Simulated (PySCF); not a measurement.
Basis and Hamiltonian dependence of the electron affinity of Cr

Cr⁻ [Ar] 3d5 4s2 (6S) → Cr [Ar] 3d5 4s1 (7S). Calculated with PySCF 2.14 from differences of total energies of unrestricted determinants, without spin-orbit coupling. Values in eV.

```json
{"basis": "aug-cc-pVDZ", "Hamiltonian": "non-relativistic", "functions": "59", "UHF": "-0.282", "LDA": "0.696", "PBE0": "0.323", "MP2 (valence)": "0.119", "CCSD(T) (valence)": "0.575", "CCSD(T) (valence and next inner shell)": "n/a"}
{"basis": "ANO-RCC-VTZP", "Hamiltonian": "spin-free X2C", "functions": "59", "UHF": "-0.928", "LDA": "0.344", "PBE0": "-0.042", "MP2 (valence)": "-0.161", "CCSD(T) (valence)": "0.247", "CCSD(T) (valence and next inner shell)": "0.256"}
{"basis": "def2-TZVPPD", "Hamiltonian": "non-relativistic", "functions": "67", "UHF": "-0.740", "LDA": "0.518", "PBE0": "0.142", "MP2 (valence)": "-0.012", "CCSD(T) (valence)": "0.397", "CCSD(T) (valence and next inner shell)": "0.398"}
{"basis": "x2c-TZVPPall with one added diffuse shell each of s, p, d, f type", "Hamiltonian": "spin-free X2C", "functions": "80", "UHF": "-0.317", "LDA": "n/a", "PBE0": "n/a", "MP2 (valence)": "0.140", "CCSD(T) (valence)": "0.604", "CCSD(T) (valence and next inner shell)": "0.608"}
{"basis": "aug-cc-pVTZ-DK", "Hamiltonian": "spin-free X2C", "functions": "93", "UHF": "-0.284", "LDA": "0.698", "PBE0": "0.315", "MP2 (valence)": "0.133", "CCSD(T) (valence)": "0.619", "CCSD(T) (valence and next inner shell)": "n/a"}
{"basis": "aug-cc-pVTZ", "Hamiltonian": "non-relativistic", "functions": "93", "UHF": "-0.284", "LDA": "0.668", "PBE0": "0.300", "MP2 (valence)": "0.129", "CCSD(T) (valence)": "0.596", "CCSD(T) (valence and next inner shell)": "n/a"}
{"basis": "def2-QZVPPD", "Hamiltonian": "non-relativistic", "functions": "93", "UHF": "-0.548", "LDA": "0.587", "PBE0": "0.215", "MP2 (valence)": "0.104", "CCSD(T) (valence)": "0.499", "CCSD(T) (valence and next inner shell)": "n/a"}
{"basis": "dyall-av2z", "Hamiltonian": "non-relativistic", "functions": "101", "UHF": "-0.236", "LDA": "0.673", "PBE0": "0.313", "MP2 (valence)": "0.107", "CCSD(T) (valence)": "0.575", "CCSD(T) (valence and next inner shell)": "n/a"}
{"basis": "x2c-QZVPPall with one added diffuse shell each of s, p, d, f, g type", "Hamiltonian": "spin-free X2C", "functions": "121", "UHF": "-0.269", "LDA": "0.695", "PBE0": "0.315", "MP2 (valence)": "0.132", "CCSD(T) (valence)": "n/a", "CCSD(T) (valence and next inner shell)": "n/a"}
{"basis": "aug-cc-pwCVTZ-DK", "Hamiltonian": "spin-free X2C", "functions": "127", "UHF": "-0.283", "LDA": "0.699", "PBE0": "0.316", "MP2 (valence)": "0.135", "CCSD(T) (valence)": "n/a", "CCSD(T) (valence and next inner shell)": "n/a"}
{"basis": "aug-cc-pwCVTZ", "Hamiltonian": "non-relativistic", "functions": "127", "UHF": "-0.283", "LDA": "0.668", "PBE0": "0.301", "MP2 (valence)": "0.131", "CCSD(T) (valence)": "n/a", "CCSD(T) (valence and next inner shell)": "0.597"}
{"basis": "aug-cc-pVQZ-DK", "Hamiltonian": "spin-free X2C", "functions": "140", "UHF": "-0.246", "LDA": "0.699", "PBE0": "0.316", "MP2 (valence)": "0.121", "CCSD(T) (valence)": "n/a", "CCSD(T) (valence and next inner shell)": "n/a"}
{"basis": "aug-cc-pwCVQZ", "Hamiltonian": "non-relativistic", "functions": "185", "UHF": "-0.245", "LDA": "n/a", "PBE0": "n/a", "MP2 (valence)": "n/a", "CCSD(T) (valence)": "n/a", "CCSD(T) (valence and next inner shell)": "n/a"}
{"basis": "aug-cc-pV5Z", "Hamiltonian": "non-relativistic", "functions": "202", "UHF": "-0.240", "LDA": "0.671", "PBE0": "0.306", "MP2 (valence)": "0.120", "CCSD(T) (valence)": "n/a", "CCSD(T) (valence and next inner shell)": "n/a"}
```

Extrapolation of MP2 (valence) from aug-cc-pVTZ-DK and aug-cc-pVQZ-DK: the correlation parts are 0.417 and 0.367 eV; with the X⁻³ form and unrounded values, (4³ × 0.367 − 3³ × 0.417)/(4³ − 3³) = 0.330 eV, and adding the Hartree-Fock value -0.246 eV of the larger basis gives 0.084 eV.

Frozen in the all-electron rows: valence: [Ar]; valence and next inner shell: [Ne].

At UHF, ANO-RCC-VTZP, def2-TZVPPD lie more than 0.3 eV from the median of the rows with comparable relativity. Of these, ANO-RCC-VTZP has no diffuse functions of the l that the added or promoted electron needs.

Non-relativistic rows lack the scalar-relativistic shift.

In most of these bases the highest occupied level of the anion is positive at UHF, LDA, PBE0, so the basis helps to hold the electron.

Reference for a calculation without spin-orbit coupling: 0.676 eV (measured; photodetachment measurements, as compiled on the Wikipedia data page of electron affinities).
